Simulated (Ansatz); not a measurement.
The cluster CdO2⁻. Charge -1, multiplicity 4. Geometry B3LYP-D4/def2-TZVPD; atoms count from 1.

Cartesian coordinates in Å:
```
Cd -2.1340 -0.8571 -0.4312
O 1.3620 0.8401 -0.1201
O 0.7720 0.0169 0.5513
```

In the def2 sets Cd takes a core potential; there is no spin–orbit coupling. The structure holds 1 bond(s) between oxygen atoms. The highest occupied level of the charge -1 quartet lies above zero (up to 2.20 eV). The electron is either unbound and held by the finite basis, or the level is raised by self-interaction error. In the quartet geometry the species has come apart into loosely held pieces. At PBE0-D4/def2-TZVPD a doublet of charge -1 lies 1.93 eV below the quartet, each at its own geometry. The structure comes from a short search, and lower isomers may exist.

Problem. Estimate the Mulliken populations from the PBE0/def2-TZVPD orbitals of Ansatz.

Solution. 
```tsv
atom	charge (e)	spin (α − β)	d electrons
Cd1	-0.76	0.91	9.99
O2	0.10	0.81	–
O3	-0.34	1.28	–
```
Mulliken values depend strongly on the basis. With diffuse functions, as here, like atoms can get unlike values, and bond orders can come out too low or too high.

Problem. Where does the spin sit?

Solution. Summed by element: Cd 0.91, O 2.09, of 3 unpaired in all. Largest on single atoms: O3 1.28, Cd1 0.91, O2 0.81.

Problem. And the Mayer bond orders between heavy atoms (over 0.3)?

Solution. Cd1–O3 0.57 (3.19 Å); O2–O3 1.57 (1.22 Å).
